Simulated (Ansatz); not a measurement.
`[OH][Zr]([OH])([OH])[SH]` + CH₃OH → `C[O][Zr]([OH])([OH])[SH]` + H₂O  (ligand exchange at a Zr–O bond)

Calculated with Ansatz (gas phase, PBE0-D4/def2-TZVP geometries, no zero-point term in ΔE). CCSD(T)/CBS is the MP2 limit (def2-TZVPP, def2-QZVPP) plus CCSD(T) − MP2 in def2-TZVPP, frozen cores. This one scheme is used for every species. DFT in def2-TZVPP. B3LYP here is the variant with VWN-RPA as its local correlation; programs differ in this. HSE06 is defined as in plane-wave codes. def2 core potentials past Kr. For Zr outer-core shells are correlated without core-valence functions, which leaves a few kJ/mol of doubt a bond. Each species was taken in one conformer, which may not be the lowest.

`[OH][Zr]([OH])([OH])[SH]`:

Z-matrix (Å, degrees):
```
Zr
O 1 1.917
O 1 1.918 2 108.8
O 1 1.913 2 113.0 3 -124.5
S 1 2.480 2 109.1 3 119.5
H 2 0.952 1 164.1 3 9.4
H 3 0.952 1 164.0 2 -161.4
H 4 0.953 1 164.0 2 14.4
H 5 1.346 1 92.2 2 -51.0
```

CH₃OH:

Cartesian coordinates in Å:
```
C -0.137 -0.180 -0.275
O -0.129 0.714 0.813
H -1.147 -0.178 -0.684
H 0.106 -1.207 0.026
H 0.554 0.124 -1.072
H 0.753 0.727 1.191
```

`C[O][Zr]([OH])([OH])[SH]`:

Cartesian coordinates in Å:
```
C -0.554 -1.841 -1.259
O -0.148 -0.715 -0.555
Zr 0.337 0.842 0.432
O 0.880 0.306 2.194
O 1.661 1.858 -0.509
S -1.650 2.322 0.619
H -0.467 -2.737 -0.634
H 0.066 -1.980 -2.151
H -1.597 -1.737 -1.574
H 1.325 0.022 2.986
H 2.372 2.151 -1.071
H -2.226 1.508 1.523
```

H₂O:

Z-matrix (Å, degrees):
```
O
H 1 0.960
H 1 0.960 2 105.1
```

Q: Is it downhill or uphill in electronic energy at CCSD(T)/CBS, and by how much? (Best estimate.)

A: The calculation gave: Downhill: ΔE = -15.2 kJ/mol.

Q: What do these levels give: LDA (SPW92), HSE06-D4, revPBE, B3LYP, HSE06, HF/def2-TZVPP? (An estimate is asked.)

A: Ansatz gave: LDA (SPW92) -12.7, HSE06-D4 -12.5, revPBE -9.9, B3LYP -9.5, HSE06 -10.1, HF/def2-TZVPP -7.0 kJ/mol.

Q: What do rigid-rotor, harmonic-oscillator terms from PBE0-D4/def2-TZVP frequencies (298.15 K, 1 bar) make of the CCSD(T)/CBS value? (Best estimate.)

A: The calculation gave: ΔZPE = -2.0 kJ/mol, ΔH = -14.6 kJ/mol, ΔS = -2 J/(mol·K), ΔG = -13.9 kJ/mol. Modes under 50 cm⁻¹ make the entropy rough.

Largest T1 diagnostic among the species: 0.017.

Leaving LDA and LC-ωPBE aside and taking each functional with its dispersion term where it has one, the values, not all of them listed here, spread over 4.5 kJ/mol, from BLYP-D4 to ωB97X-V. The D4 term adds −3.8 kJ/mol with B3LYP and −2.5 kJ/mol with PBE0; it sums over pairs of atoms, weighted by their polarisabilities, and B3LYP, whose exchange is more repulsive, gets the larger term. In def2-TZVPP, CCSD(T) changes the Hartree–Fock value by −8.7 kJ/mol (the triples alone add −1.9 kJ/mol) and MP2 by −10.5 kJ/mol.
